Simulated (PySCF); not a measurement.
# Sc: ionisation energy

Sc [Ar] 3d1 4s2 (2D) → Sc⁺ [Ar] 3d1 4s1 (3D), as a difference of total energies. Computed with PySCF 2.14 in aug-cc-pwCVTZ-DK with one added diffuse shell each of s, p, d, f, g type (11s10p8d5f4g, 152 functions), with the spin-free X2C one-electron Hamiltonian (Gaussian nucleus). The calculations carry no spin-orbit coupling.

```json
{"method": "UHF", "ionisation energy (eV)": "5.388"}
{"method": "PBEsol", "ionisation energy (eV)": "6.481"}
{"method": "B3LYP", "ionisation energy (eV)": "6.589"}
{"method": "r2SCAN0", "ionisation energy (eV)": "6.263"}
```

For comparison: 6.562 eV (measured; NIST levels, between the centres of gravity of the two terms).
